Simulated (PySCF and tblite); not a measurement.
Values are calculated unless marked as measured or tabulated.
C9H10, numbered as in [CH2:1]=[CH:2][CH2:3][c:4]1[cH:5][cH:6][cH:7][cH:8][cH:9]1.

Geometries GFN2-xTB; weights from PBE0-D3(BJ)/pcSseg-1 (IEF-PCM, chloroform) energies and GFN2-xTB thermal corrections, with symmetry numbers and mirror pairs. Conformers within 2 kcal/mol (GFN2-xTB free energy) were kept, 6 at most. Couplings: B3LYP/6-31G* with pcJ-1 on H (gas phase; spin-dipole term only for pairs with B, N, F, Si or P). Couplings are for ¹H. H–H couplings come out 0.1 to 0.9 Hz lower than with pcJ-1 on all atoms. Of two unlike H on one atom, a is the less shielded (PBE0/pcSseg-1 (IEF-PCM, chloroform)). (PySCF 2.14, tblite 0.8.)

Torsions listed: C1–C2–C3–C4, C2–C3–C4–C5. Of a mirror pair one member is shown.

```
conformer       shape  weight %
        1  118°, -80°      50.8
        2     0°, 89°      49.2
```

(1) Give the couplings in each conformer and the averages at 298.15 K (pairs that fast motion interchanges averaged).

Answers

(1) 
```
   coupling  pairs      1      2  average (Hz)
²J(H1b,H1a)      1   -0.1   -0.3          -0.2
 ³J(H1b,H2)      1   16.1   16.8          16.4
 ³J(H1a,H2)      1   10.9   11.5          11.2
  ³J(H2,H3)      2    7.6    4.6           6.1
  ²J(H3,H3)      1  -12.4  -18.3         -15.3
  ³J(H5,H6)      2    8.6    8.6           8.6
  ³J(H6,H7)      2    8.4    8.4           8.4
```
